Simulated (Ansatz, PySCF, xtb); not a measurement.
Noncovalent pair: HCl (SMILES Cl) (first 2 atoms) with H2 (SMILES [H][H]); geometry from B3LYP-D3(BJ)/def2-TZVP, rigid monomers moved along the line of their centres of mass till H2···H4 is 2.08 Å.
(charge 0, multiplicity 1):
```xyz
4

Cl    -0.1180    -0.5884    -0.7213
H     -0.0738    -0.4022     0.5470
H     -0.3610    -0.0066     2.5725
H      0.3575    -0.2035     2.5755
```

Monomers are frozen at their geometry in the pair; levels with a basis set take the counterpoise correction. Rows marked so take none.

Rows in 6-311+G** carry no dispersion term and start afresh at each structure.

The values were computed with Ansatz (a program for electronic structure) with Gaussian orbitals; PySCF for 6-311+G** rows; xtb for the GFN methods. 

Predict the interaction energy from HF/aug-cc-pV(Q+d)Z.

29 meV

What is the computed interaction energy (B3LYP/6-311+G** (no counterpoise))?

-2 meV

Estimate the interaction energy that GFN2-xTB returns for this input.

6 meV
